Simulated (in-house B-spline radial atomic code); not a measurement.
Values are calculated unless marked as measured or tabulated.
**Te in an electron gas of r_s = 2.4: phase shifts, screening, friction and resistivity**

A nucleus sits in a uniform electron gas with a rigid positive background. The Kohn-Sham equations are solved self-consistently in the spin-unpolarised LDA (PW92), non-relativistic, on B-splines with outgoing waves at the boundary and partial waves to l = 8. The model has no lattice, no bands and no magnetic solution. Atomic units; δ_l are the phase shifts at the Fermi level, counted so that each bound state adds π, and good to about 0.0005.

The density parameter is r_s = 2.4 bohr, near that of the valence electrons of In (3 per atom, density 7.31 g/cm³, mass 114.82 u, which gives r_s = 2.41).

```csv
l,δ_l (rad)
0,13.7133
1,11.1176
2,6.7856
3,0.0845
4,0.0094
5,0.0014
6,0.0003
7,0.0003
8,0.0002
```

Bound levels below the band bottom (hartree): d -20.52, s -5.232, p -3.76, d -1.272, s -0.2394 and deeper ones.

Question: Check the Friedel sum rule, and say where the screening charge sits.

Answer: k_F = (9π/4)^(1/3)/r_s = 0.79965. The rule is Z = (2/π) Σ (2l + 1) δ_l. The terms are s 8.730, p 21.233, d 21.599, f 0.377 and 0.071 beyond, in all 52.010 against Z = 52. Bound states hold 10 s, 18 p, 20 d electrons, so the scattering states carry 4.01 in all; where a term is smaller than its bound count, the bound level has drawn weight out of the band.

Question: Find the transport cross section and the electronic stopping of a 1 keV Te ion (mass 127.6 u).

Answer: σ_tr = (4π/k_F²) Σ (l + 1) sin²(δ_l − δ_(l+1)). The terms for l = 0 to 3 are 0.2695, 1.7243, 0.4942, 0.0225, all together 2.5109, so σ_tr = 19.652 × 2.5109 = 49.344 bohr². With n = 3/(4π r_s³) = 0.01727, the friction coefficient is Q = n k_F σ_tr = 0.6814. For v well below v_F = 0.800, dE/dx = Q v; with 24801 eV per u at v = 1, v = √(1000/(24801 × 127.6)) = 0.0178, so dE/dx = 0.01211 hartree/bohr = 6.23 eV/nm. The largest term couples the p and d waves.

Question: What residual resistivity would 1 atomic per cent of such centres give in In?

Answer: Δρ = k_F n_i σ_tr/n in atomic units of 21.74 μΩ·cm. With one host atom per 3 electrons, n_i/n = 0.01/3, so Δρ = 0.7996 × 0.00333 × 49.344 × 21.74 = 2.86 μΩ·cm. This is an atom added to the gas, as on an interstitial site.

Question: On a substitutional site the background of one host ion, a sphere holding 3 charges, is taken out. The phase shifts for l = 0 to 4 become 13.4333, 10.6664, 6.3183, -0.0028, -0.0027. What follows?

Answer: The Friedel sum is now 49.01, for Z − 3 = 49. The sum in σ_tr is 1.8844, so σ_tr = 37.03 bohr² and Δρ = 2.15 μΩ·cm per atomic per cent, 0.75 times the value above. A real host ion scatters too, so this model doesn't give zero even for the host's own atom.
